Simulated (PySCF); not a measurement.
Simulation results for CH5BGeO, C2H8GeSi, GeH9NSi2

Calculation on a computer-drawn molecule: the log of a Hartree-Fock and frozen-core CCSD(T) single point meant for a local Hartree-Fock minimum, with one planted fault or none, to be diagnosed. Offsets are logged minus clean, where the clean run is the same molecule without the fault. The reference is restricted for singlets and unrestricted otherwise, and also for a bond in bohr or an excited solution. Adding or removing an electron swaps singlet and doublet. The excited solution moves the top pair (singlet) or top alpha electron (doublet) to the lowest empty orbital. Highest occupied and lowest empty are orbital energies over both spins, largest force is the largest gradient component, triples share is (T) over the correlation energy, the T1 limit is 0.02 restricted and 0.045 unrestricted, electrons count all cores, a negative frequency is imaginary (commonest isotopes), and the dipole is about the centre of nuclear charge; on germanium a core potential holds 10 electrons, which the energies leave out, and 3d is frozen in MP2 and coupled-cluster steps. Program: PySCF 2.14.0.

Common to all runs: meant charge 0; meant multiplicity 1; meant basis and core potential on germanium cc-pVDZ-PP ECP10MDF; logged SCF converged yes; logged CC converged yes; logged SCF stable within its kind yes; possible faults no fault, one electron removed, one electron added, multiplicity raised by two, geometry at a saddle point, SCF held on an excited solution, minimal basis STO-3G, one bond length entered in bohr, all coordinates scaled.

```json
{"entry": 1, "formula": "CH5BGeO", "logged_structure": {"atoms_angstrom": [["O", 1.0557, -0.1904, 2.2267], ["C", 0.1801, 0.054, 1.2174], ["B", -0.8313, -0.6863, 0.5914], ["Ge", -2.3275, -1.6773, -0.392], ["H", 0.9317, -1.0647, 2.5632], ["H", 0.3112, 1.0594, 0.8187], ["H", -2.4195, -3.0732, 0.2356], ["H", -3.6769, -0.9735, -0.2317], ["H", -2.0243, -1.8252, -1.8847]]}, "given": {"meant_basis": "cc-pVDZ", "logged_electrons": 56, "logged_basis_functions": 90, "logged_spin_squared": 0.0, "logged_highest_occupied [eV]": -8.1248, "logged_lowest_empty [eV]": 1.4967, "logged_largest_force [hartree/bohr]": 2.4597e-05, "logged_lowest_frequency [cm^-1]": 32.769, "logged_T1_diagnostic": 0.013861, "logged_D1_diagnostic": 0.033498, "logged_triples_share": 0.029725, "logged_dipole_magnitude [debye]": 1.2685, "logged_energy_HF [hartree]": -433.61393, "logged_energy_CCSD(T) [hartree]": -434.16592, "drawn_bonds_atom": [1, 2, 3, 1, 2, 4, 4, 4], "drawn_bonds_other_atom": [2, 3, 4, 5, 6, 7, 8, 9], "drawn_bonds_order": [1, 2, 1, 1, 1, 1, 1, 1]}, "results": {"planted_fault": "no fault", "HF_energy_offset_from_clean_run [kcal/mol]": 0.0, "CCSD(T)_energy_offset_from_clean_run [kcal/mol]": 0.0}}
{"entry": 2, "formula": "C2H8GeSi", "logged_structure": {"atoms_angstrom": [["Si", 2.4986, 2.1632, -0.1616], ["C", 2.4353, 0.5069, 0.2221], ["C", 1.5061, -0.5517, -0.3089], ["Ge", 2.4388, -1.8689, -1.4549], ["H", 1.5723, 2.807, -1.1074], ["H", 3.5056, 3.053, 0.4338], ["H", 3.1767, 0.1553, 0.9369], ["H", 0.6951, -0.1204, -0.9005], ["H", 0.6279, -1.6017, 1.2413], ["H", 1.4888, -3.0161, -1.8358], ["H", 2.9353, -1.1872, -2.7357], ["H", 3.6422, -2.4567, -0.7055]]}, "given": {"meant_basis": "cc-pV(D+d)Z", "logged_electrons": 66, "logged_basis_functions": 114, "logged_spin_squared": 1.0654, "logged_highest_occupied [eV]": -7.8572, "logged_lowest_empty [eV]": 1.9979, "logged_largest_force [hartree/bohr]": 0.057804, "logged_T1_diagnostic": 0.055142, "logged_D1_diagnostic": 0.22546, "logged_triples_share": 0.0398, "logged_dipole_magnitude [debye]": 1.1355, "logged_energy_HF [hartree]": -662.52377, "logged_energy_CCSD(T) [hartree]": -663.07567, "drawn_bonds_atom": [1, 2, 3, 1, 1, 2, 3, 3, 4, 4, 4], "drawn_bonds_other_atom": [2, 3, 4, 5, 6, 7, 8, 9, 10, 11, 12], "drawn_bonds_order": [2, 1, 1, 1, 1, 1, 1, 1, 1, 1, 1]}, "results": {"planted_fault": "one bond length entered in bohr, row 8 of the drawn bonds", "HF_energy_offset_from_clean_run [kcal/mol]": 68.27, "CCSD(T)_energy_offset_from_clean_run [kcal/mol]": 77.77}, "notes": ["T1 above single-reference limit"]}
{"entry": 3, "formula": "GeH9NSi2", "logged_structure": {"atoms_angstrom": [["N", -0.0144, -2.308, 0.4083], ["Si", -1.0373, -1.0442, 1.0023], ["Ge", 0.0483, 1.0596, 0.584], ["Si", 0.8237, 1.226, -1.6891], ["H", -0.3923, -3.2369, 0.3522], ["H", 0.933, -2.3546, 0.737], ["H", -2.3082, -1.1135, 0.2444], ["H", -1.384, -1.1389, 2.4464], ["H", -0.9201, 2.2148, 0.8859], ["H", 1.2549, 1.228, 1.5256], ["H", -0.2922, 0.9646, -2.6292], ["H", 1.8939, 0.2292, -1.9295], ["H", 1.3667, 2.5788, -1.961]]}, "given": {"meant_basis": "cc-pV(D+d)Z", "logged_electrons": 76, "logged_basis_functions": 128, "logged_spin_squared": 2.0195, "logged_highest_occupied [eV]": -3.3719, "logged_lowest_empty [eV]": -2.1137, "logged_largest_force [hartree/bohr]": 0.052677, "logged_T1_diagnostic": 0.033411, "logged_D1_diagnostic": 0.20521, "logged_triples_share": 0.0305, "logged_dipole_magnitude [debye]": 1.6702, "logged_energy_HF [hartree]": -930.73954, "logged_energy_CCSD(T) [hartree]": -931.30925, "drawn_bonds_atom": [1, 2, 3, 1, 1, 2, 2, 3, 3, 4, 4, 4], "drawn_bonds_other_atom": [2, 3, 4, 5, 6, 7, 8, 9, 10, 11, 12, 13], "drawn_bonds_order": [1, 1, 1, 1, 1, 1, 1, 1, 1, 1, 1, 1]}, "results": {"planted_fault": "multiplicity raised by two", "HF_energy_offset_from_clean_run [kcal/mol]": 142.7, "CCSD(T)_energy_offset_from_clean_run [kcal/mol]": 139.0}}
```
